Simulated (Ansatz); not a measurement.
Total energies of CH3K, SMILES `[CH3][K]`.

```xyz
5

C    -0.265    0.121   -0.010
K     2.169   -0.987    0.078
H    -0.735   -0.007   -0.994
H    -0.228    1.199    0.194
H    -0.941   -0.325    0.732
```

Total charge 0; spin multiplicity 1. Correlated methods include outer-core shells of K, which these sets cover unevenly. Scalar relativity is left out up to krypton. The geometry is a stationary point of PBE0-D4/def2-TZVP. Basis def2-TZVPP, Ansatz 0.2.0.

RPA on PBE orbitals: Hartree–Fock energy of these orbitals -638.70848 Eh, correlation -0.60633 Eh (frozen core).

```json
{"functional": "LDA (SPW92)", "energy without D4 (Eh)": "-637.67598", "D4 term (kJ/mol)": "–"}
{"functional": "PBE", "energy without D4 (Eh)": "-639.52823", "D4 term (kJ/mol)": "-5.0"}
{"functional": "revPBE", "energy without D4 (Eh)": "-639.69494", "D4 term (kJ/mol)": "-17.1"}
{"functional": "r2SCAN", "energy without D4 (Eh)": "-639.73907", "D4 term (kJ/mol)": "-1.1"}
{"functional": "B97M-V", "energy without D4 (Eh)": "-639.65311", "D4 term (kJ/mol)": "–"}
{"functional": "PBE0", "energy without D4 (Eh)": "-639.58037", "D4 term (kJ/mol)": "-4.2"}
{"functional": "B3LYP", "energy without D4 (Eh)": "-639.82718", "D4 term (kJ/mol)": "-8.2"}
{"functional": "HSE06 (plane-wave form)", "energy without D4 (Eh)": "-639.56939", "D4 term (kJ/mol)": "-3.9"}
{"functional": "BHLYP", "energy without D4 (Eh)": "-639.78334", "D4 term (kJ/mol)": "-6.5"}
{"functional": "CAM-B3LYP", "energy without D4 (Eh)": "-639.80172", "D4 term (kJ/mol)": "-4.2"}
{"functional": "LC-ωPBE", "energy without D4 (Eh)": "-639.63403", "D4 term (kJ/mol)": "–"}
{"functional": "ωB97M-V", "energy without D4 (Eh)": "-639.74859", "D4 term (kJ/mol)": "–"}
{"functional": "B2PLYP", "energy without D4 (Eh)": "-639.61451", "D4 term (kJ/mol)": "–"}
{"functional": "PBE-QIDH", "energy without D4 (Eh)": "-639.47487", "D4 term (kJ/mol)": "–"}
```

Problem. Give the same for BLYP, r2SCANh, r2SCAN0, ωB97X-V. (Estimate.)

Solution. The calculation gave: 
```
functional  energy without D4 (Eh)  D4 term (kJ/mol)
      BLYP              -639.78129             -11.3
   r2SCANh              -639.73746              -1.2
   r2SCAN0              -639.73547              -1.3
   ωB97X-V              -639.70688                 –
```

B3LYP takes the VWN-RPA correlation (the form of Gaussian; ORCA's B3LYP/G). HSE06 is the plane-wave form, built on full-range PBE exchange. The double hybrids freeze the cores in their second-order part.

LC-ωPBE has ω = 0.4 bohr⁻¹.
